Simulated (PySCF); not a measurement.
## How methods differ on the ionisation energy of Sc²⁺

Sc²⁺ [Ar] 3d1 (2D) → Sc³⁺ [Ar] (1S), as a difference of total energies. All numbers are calculated (PySCF 2.14, the spin-free X2C one-electron Hamiltonian (Gaussian nucleus), in x2c-QZVPPall with one added diffuse shell each of s, p, d, f, g type (12s8p6d4f3g, 121 functions)). Correlated levels: valence and next inner shell: [Ne] frozen. The calculations carry no spin-orbit coupling.

| method | ionisation energy (eV) |
| --- | --- |
| UHF | 23.874 |
| LDA | 25.411 |
| PBE | 25.370 |
| PBE0 | 25.222 |
| r2SCAN | 25.138 |
| wB97M-V | 24.983 |
| M06 | 24.679 |
| BHandHLYP | 25.093 |
| MP2 (valence and next inner shell) | 24.356 |
| SCS-MP2 (valence and next inner shell) | 24.313 |

Q: How much does correlation contribute at MP2 (valence and next inner shell)?

A: 24.356 − (23.874) = 0.482 eV, measured against UHF.

A first-order spin-orbit estimate (lowest level to lowest level, LS coupling) adds 0.019 eV.

Errors of the correlated levels include the incompleteness of this basis and the frozen core.

For comparison: 24.757 eV (measured; NIST Atomic Spectra Database, ionization energies).
